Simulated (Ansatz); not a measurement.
Two isomers of CH10B2Si2: A = `B[SiH2]B(C)[SiH3]`, B = `B[SiH](C)B[SiH3]`.

Computed with Ansatz on PBE0-D4/def2-TZVP structures; ΔE is electronic, products minus reactants. CCSD(T)/CBS adds triple-zeta CCSD(T) − MP2 to the extrapolated MP2 energy (def2 sets, frozen cores). Functionals use def2-TZVPP. B3LYP here is the variant with VWN-RPA as its local correlation; programs differ in this. Each species was taken in one conformer, which may not be the lowest.

A:

```xyz
15

B    -1.012   -2.275    0.281
Si   -1.073   -0.768   -1.026
B     0.053    0.584   -0.018
C    -0.532    1.346    1.204
Si    1.969    0.799   -0.603
H    -1.821   -2.347    1.160
H    -0.114   -3.065    0.281
H    -2.454   -0.242   -1.231
H    -0.475   -1.111   -2.348
H    -0.229    0.718    2.062
H    -1.620    1.423    1.250
H    -0.078    2.322    1.395
H     1.948    1.654   -1.828
H     2.850    1.465    0.400
H     2.587   -0.503   -0.981
```

B:

Z-matrix (Å, degrees):
```
Si
C 1 1.881
B 1 2.005 2 114.8
B 1 2.007 2 114.8 3 -112.3
H 1 1.496 2 110.6 3 123.3
H 2 1.092 1 111.2 3 -62.1
H 2 1.093 1 110.3 3 57.7
H 2 1.092 1 111.1 3 177.5
Si 3 2.004 1 123.1 2 -24.0
H 3 1.198 1 117.8 2 163.8
H 4 1.195 1 120.6 2 -159.1
H 4 1.197 1 121.5 2 24.7
H 9 1.489 3 113.9 1 31.8
H 9 1.489 3 114.8 1 157.6
H 9 1.498 3 104.2 1 -84.7
```

**Question.** Which isomer does CCSD(T)/CBS put lower? Give the gap. (Best estimate.)

**Answer.** Ansatz gave: A, by 12.1 kJ/mol.

**Question.** Give E(B) − E(A) in kJ/mol with CCSD/def2-TZVPP, PBE-D4, CCSD(T)/def2-TZVPP, B3LYP, PBE0-D4, ωB97M-V, r2SCAN-D4. (Estimate.)

**Answer.** Computed: CCSD/def2-TZVPP 11.5, PBE-D4 17.6, CCSD(T)/def2-TZVPP 12.4, B3LYP 14.3, PBE0-D4 16.0, ωB97M-V 13.4, r2SCAN-D4 15.5. None reverses the order clearly.

Largest T1 diagnostic: 0.015.

In def2-TZVPP, CCSD(T) changes the Hartree–Fock value by +3.5 kJ/mol (the triples alone add +0.9 kJ/mol) and MP2 by +4.2 kJ/mol.
